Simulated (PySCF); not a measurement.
CH7InO2S, singlet (CAM-B3LYP/def2-SVP optimised geometry):

```
12

In    -1.217    -1.155     0.000
C     -2.365    -1.639     1.736
H     -1.856    -1.240     2.622
H     -2.443    -2.730     1.829
H     -3.372    -1.208     1.669
O      0.828    -1.155     0.000
H      1.217    -1.595    -0.766
O     -1.692    -1.183    -1.949
H     -2.628    -1.315    -2.141
S     -0.447     1.595     0.000
H      0.595     0.688    -0.066
H     -0.670     1.539    -1.331
```

Computed with PySCF 2.14.0 with CAM-B3LYP/def2-TZVP, def2 effective core potentials past Kr.

**Question.** What are the frontier orbital energies and the dipole moment?

**Answer.** HOMO-2 -9.61 eV, HOMO-1 -9.38 eV, HOMO -8.99 eV, LUMO 0.22 eV, LUMO+1 0.88 eV; dipole moment 2.01 D.

On the same geometry PBE/def2-TZVP, def2 effective core potentials past Kr (PySCF 2.14.0) gives HOMO-2 -6.74 eV, HOMO-1 -6.29 eV, HOMO -6.17 eV, LUMO -1.48 eV, LUMO+1 -0.70 eV; dipole moment 1.79 D.
